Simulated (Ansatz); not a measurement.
PBE exchange is replaced step by step with exact exchange (0 % is PBE, 25 % PBE0; no dispersion term), basis def2-TZVP, Ansatz. System: BeBr2. The state is a singlet with charge 0. Geometry: PBE0-D4/def2-TZVP.

Geometry of the singlet:

```csv
atom,x (Å),y (Å),z (Å)
Be1,0.000,0.000,0.000
Br2,-1.587,-1.118,0.205
Br3,1.587,1.118,-0.205
```

```csv
exact exchange (%),HOMO (eV),LUMO (eV),gap (eV)
0,-7.59,-1.32,6.27
5,-7.84,-1.15,6.68
10,-8.09,-0.99,7.10
25,-8.86,-0.58,8.28
35,-9.37,-0.33,9.05
50,-10.15,0.04,10.19
```

(1) Fit a straight line to the column «gap (eV)» against the share of exact exchange and predict its value at 15 %.

Results:

(1) With x = exact exchange (%) and y = gap (eV): mean x = 20.83, mean y = 7.928; Σ(x − x̄)(y − ȳ) = 146.6, Σ(x − x̄)² = 1871; slope b = 0.07835, intercept a = ȳ − b·x̄ = 6.296. The residuals of the fitted rows reach 0.03. At x = 15 the line gives 6.296 + (0.07835 × 15) = 7.47; the run gave 7.51, 0.04 more than the line.
